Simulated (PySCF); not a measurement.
Si(F)3(GeH3) (F3GeH3Si), SMILES F[Si](F)(F)[GeH3]. Geometry: ωB97X-D3(BJ)/def2-SVP. The structure was generated by enumeration, and PubChem lists no compound with its InChIKey, so it may never have been made.

The numbers are results of ωB97X-D3(BJ)/def2-SVP (PySCF 2.14.0), not measurements.

Harmonic wavenumbers (cm⁻¹): 84, 130, 130, 241, 297, 297, 479, 502, 502, 807, 875, 897, 897, 977, 977, 2209, 2213, 2213. Rotational constants (GHz): 3.776, 1.329, 1.329; symmetry number 3.

### Question
Work out the zero-point energy and the ideal-gas rigid-rotor harmonic-oscillator thermochemistry at 298.15 K and 1 atm.

### Answer
ZPE = ½ Σ hcν = ½ × 14725 cm⁻¹ = 88.08 kJ/mol. H − E(el) = 109.76 kJ/mol. Entropy in J/(mol K): translation 172.10, rotation 109.14, vibration 72.00, total 353.24. G − E(el) = 4.45 kJ/mol. Cp = 107.48 J/(mol K). Modes under 150 cm⁻¹ make the vibrational entropy uncertain.
